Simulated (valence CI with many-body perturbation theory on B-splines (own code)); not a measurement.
# E1 line list for Ta40+

Level of theory: configuration interaction combined with many-body perturbation theory (CI+MBPT): five valence electrons over a frozen Dirac-Fock core [Ar] 3d10, radial functions for each j: 9 s, 9 p, 8 d, 6 f, 3 g, 1 h, with the one-electron correlation potential Σ1, the two-electron term Σ2, the three-electron term Σ3, Breit, model QED; selected CI, second order for the rest (own B-spline code, finite nucleus).

No measured spectrum was set against this ion. As an estimate, large intervals hold to a few tenths of a per cent, small ones and those within an open d or f shell to about a per cent. Among the levels kept, up to 270 cm⁻¹ of a level comes from second order outside the variational space, and about a tenth of that is noise between levels of different J, which matters for small intervals.

Lines 151 to 200 of 201 in falling wavelength, among levels below 362.10 eV, chosen from the strongest by gf and those to the six lowest levels. Wavelengths and rates use the calculated energies. Electric multipoles are in the length gauge, E1 and E2 with the static RPA response of the core. Weak lines are less certain than strong ones. Lines between different terms over intervals too small for the method are left out, as are lines whose strength nearly cancels. The highest levels of a list are the least certain.

Levels are named by their leading jj configuration (3d3/2^4 stands for four electrons in 3d with j = 3/2), which in mixed levels can hold well under half, so a name can repeat and another be missing. Letters in brackets count levels of one name in rising energy.

```tsv
λ vac (Å)	Upper	Lower	A (s⁻¹)	log gf	Branch %
64.63	(4s 4p1/2 4p3/2^3) J=5/2	(4s^2 4p1/2 4p3/2^2) J=5/2	5.78e+11	0.34	94.9
64.40	(4s^2 4p1/2 4p3/2 4d5/2) J=3/2 [c]	(4s^2 4p1/2 4p3/2^2) J=3/2	2.99e+11	-0.13	54.4
64.38	(4s 4p1/2^2 4p3/2^2) J=1/2	(4s^2 4p1/2^2 4p3/2) J=3/2	2.12e+11	-0.58	89.3
63.85	(4s 4p1/2 4p3/2^3) J=3/2	(4s^2 4p1/2 4p3/2^2) J=1/2	2.58e+11	-0.20	28.3
63.67	(4s 4p1/2^2 4p3/2^2) J=3/2	(4s^2 4p1/2^2 4p3/2) J=3/2	4.25e+11	0.01	91.4
63.64	(4s 4p1/2 4p3/2^3) J=1/2	(4s^2 4p1/2 4p3/2^2) J=1/2	7.27e+11	-0.05	69.5
63.14	(4s 4p1/2^2 4p3/2 4d3/2) J=1/2 [b]	(4s^2 4p1/2^2 4d3/2) J=3/2	3.87e+11	-0.34	87.0
62.87	(4s 4p1/2 4p3/2^3) J=5/2	(4s^2 4p1/2 4p3/2^2) J=3/2	1.58e+10	-1.25	2.6
61.72	(4s 4p1/2 4p3/2^3) J=3/2	(4s^2 4p1/2 4p3/2^2) J=5/2	6.05e+11	0.14	66.3
61.43	(4s 4p1/2^2 4p3/2 4d5/2) J=5/2	(4s^2 4p1/2^2 4d3/2) J=3/2	1.04e+10	-1.45	4.4
60.81	(4s 4p1/2^2 4p3/2 4d3/2) J=5/2 [c]	(4s^2 4p1/2^2 4d3/2) J=3/2	6.72e+11	0.35	94.6
60.51	(4s 4p1/2^2 4p3/2 4d5/2) J=3/2	(4s^2 4p1/2^2 4d3/2) J=3/2	1.32e+10	-1.54	8.3
60.11	(4s 4p1/2 4p3/2^3) J=3/2	(4s^2 4p1/2 4p3/2^2) J=3/2	2.27e+10	-1.31	2.5
59.93	(4s 4p1/2 4p3/2^3) J=1/2	(4s^2 4p1/2 4p3/2^2) J=3/2	2.84e+11	-0.51	27.1
53.37	(4s^2 4p1/2 4p3/2 4d3/2) J=5/2 [a]	(4s^2 4p1/2^2 4p3/2) J=3/2	2.28e+09	-2.23	27.9
53.33	(4s^2 4p1/2 4p3/2 4d3/2) J=3/2 [a]	(4s^2 4p1/2^2 4p3/2) J=3/2	4.08e+10	-1.16	80.2
53.25	(4s^2 4p1/2 4p3/2 4d3/2) J=1/2 [a]	(4s^2 4p1/2^2 4p3/2) J=3/2	4.09e+09	-2.46	46.1
51.81	(4s^2 4p3/2^2 4d3/2) J=3/2 [a]	(4s^2 4p1/2 4p3/2^2) J=1/2	9.56e+10	-0.81	6.7
51.74	(4s^2 4p3/2^2 4d3/2) J=1/2	(4s^2 4p1/2 4p3/2^2) J=1/2	1.70e+10	-1.87	1.3
50.39	(4s^2 4p3/2^2 4d3/2) J=3/2 [a]	(4s^2 4p1/2 4p3/2^2) J=5/2	3.36e+11	-0.29	23.4
50.23	(4s^2 4p3/2^2 4d3/2) J=5/2	(4s^2 4p1/2 4p3/2^2) J=5/2	7.18e+11	0.21	58.3
50.06	(4s^2 4p3/2^2 4d5/2) J=1/2	(4s^2 4p1/2 4p3/2^2) J=1/2	1.80e+09	-2.87	13.0
49.80	(4s^2 4p3/2^2 4d3/2) J=7/2	(4s^2 4p1/2 4p3/2^2) J=5/2	1.10e+12	0.51	100.0
49.54	(4s^2 4p3/2^2 4d3/2) J=3/2 [b]	(4s^2 4p1/2 4p3/2^2) J=1/2	1.13e+12	0.22	97.4
49.44	(4s^2 4p1/2 4p3/2 4d5/2) J=3/2 [a]	(4s^2 4p1/2^2 4p3/2) J=3/2	8.72e+09	-1.89	47.7
49.32	(4s^2 4p3/2^2 4d3/2) J=3/2 [a]	(4s^2 4p1/2 4p3/2^2) J=3/2	1.00e+12	0.17	69.9
49.26	(4s^2 4p3/2^2 4d3/2) J=1/2	(4s^2 4p1/2 4p3/2^2) J=3/2	1.26e+12	-0.04	98.6
49.25	(4s^2 4p1/2 4p3/2 4d3/2) J=5/2 [b]	(4s^2 4p1/2^2 4p3/2) J=3/2	1.32e+12	0.46	99.0
49.17	(4s^2 4p3/2^2 4d3/2) J=5/2	(4s^2 4p1/2 4p3/2^2) J=3/2	5.13e+11	0.05	41.6
49.02	(4s^2 4p1/2 4p3/2 4d3/2) J=3/2 [b]	(4s^2 4p1/2^2 4p3/2) J=3/2	1.76e+12	0.41	100.0
48.89	(4s^2 4p3/2^2 4d5/2) J=7/2	(4s^2 4p1/2 4p3/2^2) J=5/2	1.16e+11	-0.48	100.0
48.88	(4s^2 4p1/2 4p3/2 4d3/2) J=1/2 [b]	(4s^2 4p1/2^2 4p3/2) J=3/2	1.43e+12	0.01	99.8
48.64	(4s^2 4p1/2 4p3/2 4d5/2) J=5/2 [a]	(4s^2 4p1/2^2 4p3/2) J=3/2	9.16e+10	-0.71	79.0
48.25	(4s^2 4p3/2^2 4d3/2) J=3/2 [b]	(4s^2 4p1/2 4p3/2^2) J=5/2	5.79e+08	-3.09	0.0
47.73	(4s^2 4p3/2^2 4d5/2) J=1/2	(4s^2 4p1/2 4p3/2^2) J=3/2	6.33e+09	-2.36	45.6
47.26	(4s^2 4p3/2^2 4d3/2) J=3/2 [b]	(4s^2 4p1/2 4p3/2^2) J=3/2	2.69e+10	-1.44	2.3
46.34	(4s^2 4p3/2^2 4d5/2) J=5/2	(4s^2 4p1/2 4p3/2^2) J=5/2	2.12e+08	-3.39	12.3
45.98	(4s^2 4p1/2 4p3/2 4d5/2) J=3/2 [b]	(4s^2 4p1/2^2 4p3/2) J=3/2	1.94e+10	-1.61	5.9
45.91	(4s^2 4p1/2 4p3/2 4d5/2) J=5/2 [b]	(4s^2 4p1/2^2 4p3/2) J=3/2	1.09e+11	-0.69	14.2
45.70	(4s^2 4p1/2 4p3/2 4d5/2) J=1/2	(4s^2 4p1/2^2 4p3/2) J=3/2	4.11e+10	-1.59	10.6
45.43	(4s^2 4p3/2^2 4d5/2) J=5/2	(4s^2 4p1/2 4p3/2^2) J=3/2	1.41e+08	-3.58	8.2
45.09	(4s^2 4p1/2 4p3/2 4d5/2) J=3/2 [c]	(4s^2 4p1/2^2 4p3/2) J=3/2	2.84e+09	-2.46	0.5
44.33	(4s 4p1/2 4p3/2^3) J=5/2	(4s^2 4p1/2^2 4p3/2) J=3/2	2.89e+09	-2.29	0.5
42.94	(4s 4p1/2 4p3/2^3) J=3/2	(4s^2 4p1/2^2 4p3/2) J=3/2	7.29e+09	-2.09	0.8
42.85	(4s 4p1/2 4p3/2^3) J=1/2	(4s^2 4p1/2^2 4p3/2) J=3/2	1.68e+10	-2.03	1.6
37.14	(4s^2 4p3/2^2 4d3/2) J=3/2 [a]	(4s^2 4p1/2^2 4p3/2) J=3/2	2.34e+07	-4.71	0.0
37.10	(4s^2 4p3/2^2 4d3/2) J=1/2	(4s^2 4p1/2^2 4p3/2) J=3/2	1.34e+07	-5.26	0.0
37.05	(4s^2 4p3/2^2 4d3/2) J=5/2	(4s^2 4p1/2^2 4p3/2) J=3/2	4.81e+07	-4.23	0.0
36.23	(4s^2 4p3/2^2 4d5/2) J=1/2	(4s^2 4p1/2^2 4p3/2) J=3/2	7.94e+08	-3.51	5.7
35.96	(4s^2 4p3/2^2 4d3/2) J=3/2 [b]	(4s^2 4p1/2^2 4p3/2) J=3/2	2.03e+08	-3.80	0.0
```
